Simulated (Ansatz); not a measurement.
`C=NBC[SiH3]` and `BN=C` differ in one atom or group.

Ansatz, PBE0-D4/def2-TZVP geometries, multiplicity 1. Each molecule was computed in one conformer, which needn't be the lowest.

```csv
property,`C=NBC[SiH3]`
HOMO–LUMO gap (B3LYP/def2-TZVPP) / eV,6.18
HOMO–LUMO gap (ωB97M-V/def2-TZVPP) / eV,11.06
LUMO energy (ωB97M-V/def2-TZVPP) / eV,1.26
HOMO–LUMO gap (PBE/def2-TZVPP) / eV,4.29
HOMO energy (ωB97M-V/def2-TZVPP) / eV,-9.80
zero-point energy (PBE0-D4/def2-TZVP) / kJ/mol,251.7
```

What does the change do to each property? (Best estimate.)

Computed: 
```csv
property,`BN=C`,shift
HOMO–LUMO gap (B3LYP/def2-TZVPP) / eV,6.53,0.35
HOMO–LUMO gap (ωB97M-V/def2-TZVPP) / eV,11.52,0.46
LUMO energy (ωB97M-V/def2-TZVPP) / eV,1.28,0.02
HOMO–LUMO gap (PBE/def2-TZVPP) / eV,4.64,0.35
HOMO energy (ωB97M-V/def2-TZVPP) / eV,-10.24,-0.44
zero-point energy (PBE0-D4/def2-TZVP) / kJ/mol,134.9,-116.8
```

The zero-point energy changes by -116.8 kJ/mol with -18 modes.

B3LYP here is the variant with VWN-RPA as its local correlation; programs differ in this.
